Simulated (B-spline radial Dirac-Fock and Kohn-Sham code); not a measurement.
**Satellites and hypersatellites of the K lines of Ni⁷⁺**

System: Ni⁷⁺, [Ar] 3d3.

Input of the calculation (task.json; shells as n, l, electrons):

```json
{"items": [{
  "Z": 28,
  "q": 7,
  "cfg": [[1, 0, 2], [2, 0, 2], [2, 1, 6], [3, 0, 2], [3, 1, 6], [3, 2, 3]],
  "A": 58,
  "rrms": 3.7757,
  "do": ["binding", "quiet", "double"]
}]}
```

Run with: `python xray_run.py task.json out`

The computed values come from a B-spline atomic structure program: ΔSCF Dirac-Fock with Breit, self-energy and vacuum polarisation, finite nucleus, configuration average. Each two-hole energy is an average over J within one jj subconfiguration, not an observable level; in light atoms, where LS coupling holds, the j-resolved values are not observed lines, and for a K spectator the Kα1 hypersatellite is nearly forbidden. Electron correlation is not included.

Lines without a spectator: Kα2 (K-L2) 7456.3 eV, Kα1 (K-L3) 7473.4 eV, Kβ3 (K-M2) 8282.9 eV, Kβ1 (K-M3) 8285.5 eV. Shifts in eV with one spectator hole (a dash: not computed, or left out as unreliable):

| spectator hole | Kα2 | Kα1 | Kβ3 | Kβ1 |
| --- | --- | --- | --- | --- |
| K (1s) | +295.8 | +298.4 | +373.7 | +374.2 |
| L2 (2p1/2) | +28.11 | +34.4 | – | +81.4 |
| L3 (2p3/2) | +31.8 | +30.5 | +78.5 | – |
| M2 (3p1/2) | – | +3.24 | +9.80 | +11.72 |
| M3 (3p3/2) | +2.95 | – | +11.20 | +10.72 |

With n spectator holes in 2p, averaged over the 2p shell (energies in eV):

| n | KαLⁿ | step | hypersatellite KαʰLⁿ |
| --- | --- | --- | --- |
| 0 | 7467.7 | – | 7765.2 |
| 1 | 7499.4 | +31.8 | 7798.3 |
| 2 | 7532.5 | +33.0 | 7832.6 |
| 3 | 7566.8 | +34.3 | 7868.3 |
| 4 | 7602.4 | +35.6 | 7905.2 |
| 5 | 7639.3 | +36.9 | 7943.5 |

Run: 16 s of CPU time on 1 thread of Intel(R) Xeon(R) Platinum 8488C (shared host), peak memory 0.38 GiB.
